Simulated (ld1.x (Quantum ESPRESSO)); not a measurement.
Before and after: ultrasoft potential for Hf (Z = 72)

hafnium (Hf), ultrasoft, made with ld1.x (Quantum ESPRESSO) 7.5 (PBE, scalar-relativistic). Core [Xe] 4f14, reference 5d3 6s1 6p0. Waves: 6s (bound): rcut 2.35, rcutus 2.80 bohr; 6s channel at 3.7 Ry: rcut 2.35, rcutus 2.80 bohr; 6p (bound, empty): rcut 2.35, rcutus 3.20 bohr; 6p channel at 4.25 Ry: rcut 2.35, rcutus 3.20 bohr; 5d (bound): rcut 2.05, rcutus 2.25 bohr; 5d channel at 1.25 Ry: rcut 2.05, rcutus 2.25 bohr. Local part: all-electron potential smoothed inside 2.50 bohr (lloc = -1). Core correction: none. Augmentation charge: PSQ, inside the norm-conserving radii.

All-electron outer shells of the reference configuration (PBE, scalar-relativistic, ld1.x):

| shell | level (eV) | outermost node (bohr) | outermost maximum (bohr) |
| --- | --- | --- | --- |
| 5p | -34.30 | 0.60 | 1.16 |
| 4f | -15.47 | – | 0.45 |
| 6s | -4.74 | 1.37 | 2.96 |
| 5d | -1.99 | 0.67 | 1.73 |
| 6p | -1.28 | 1.67 | 4.26 |

Change: core correction a·sin(br)/r model core inside 1.16 bohr.

Cutoffs: the cutoffs (Ry, on a coarse ladder) from which the occupation-weighted sum of valence levels, in a spherical-Bessel basis at the reference potential, stays within 10 and 1 mRy of its value at 400 Ry; they do not see the model core or the augmentation charge, which bear on the density cutoff. Errors are all-electron minus pseudo energies relative to the spin-unpolarised reference configuration.

Task: Predict the effect on cutoff, ghosts and configuration errors.

Result: The potential gets neither clearly harder nor softer (18 Ry and 21 Ry → 18 Ry and 21 Ry); of the 7 tests that both files solve, the error grows in 2 and shrinks in 5 by more than 15 % and 0.3 meV (median size 60.9 → 25.6 meV); neither file shows a bound ghost. A model core, the more so a compact one, raises the density cutoff, which this test does not measure.

```tsv
quantity	base	changed
cutoff, loose	18 Ry	18 Ry
cutoff, tight	21 Ry	21 Ry
bound ghosts	none	none
error for 5d2 6s2 6p0, meV [ΔE -2.59 eV]	+61	-17
error for 5d2 6s1 6p0, meV [ΔE 5.38 eV]	+2.8	-26
error for 5d2 6s0 6p0, meV [ΔE 19.56 eV]	+101	-85
error for 5d1 6s0 6p0, meV [ΔE 41.36 eV]	+224	-575
error for 5d2 6s1.5 6p0, meV [ΔE 0.66 eV]	+26	-18
error for 5d2 6s1 6p1, meV [ΔE 1.23 eV]	+29	-24
error for 5d1 6s2 6p1, meV [ΔE -0.63 eV]	+303	-120
s: phases at 3.51 bohr within 0.05 rad from the reference energy up to (Ry; the scan ends near 5)	0.6	0.6
p: phases at 3.51 bohr within 0.05 rad from the reference energy up to (Ry; the scan ends near 5)	to the end of the scan	to the end of the scan
d: phases at 3.51 bohr within 0.05 rad from the reference energy up to (Ry; the scan ends near 5)	to the end of the scan	to the end of the scan
lowest overlap eigenvalue by channel	s 0.77, p 0.97, d 0.92	s 0.77, p 0.97, d 0.92
```
